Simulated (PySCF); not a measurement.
Ge(H)2(F)(Et), SMILES C[CH2][GeH2][F] (C2H7FGe), singlet (B3LYP/def2-SVP optimised geometry):

```
11

Ge    -0.666     0.766     0.000
F      1.093     0.766     0.000
C     -1.206    -0.205    -1.615
C     -0.632    -1.624    -1.687
H     -1.081     0.048     1.303
H     -1.093     2.249     0.000
H     -2.309    -0.215    -1.644
H     -0.876     0.399    -2.478
H      0.469    -1.610    -1.641
H     -0.988    -2.249    -0.852
H     -0.921    -2.128    -2.623
```

Level of theory: PySCF 2.14.0 with B3LYP/def2-TZVP.

Question: What are the frontier orbital energies and the dipole moment?

Answer: HOMO-2 -9.86 eV, HOMO-1 -9.09 eV, HOMO -8.29 eV, LUMO 0.06 eV, LUMO+1 0.67 eV; dipole moment 2.47 D.

On the same geometry PBE/def2-TZVP (PySCF 2.14.0) gives HOMO-2 -8.57 eV, HOMO-1 -7.80 eV, HOMO -7.18 eV, LUMO -0.57 eV, LUMO+1 0.21 eV; dipole moment 2.35 D.

Meta-Löwdin charges at B3LYP/def2-TZVP: Ge1 0.83, F2 -0.53, C3 -0.39, C4 -0.32, H5 -0.08, H6 -0.08, H7 0.12, H8 0.12, H9 0.12, H10 0.11, H11 0.11.
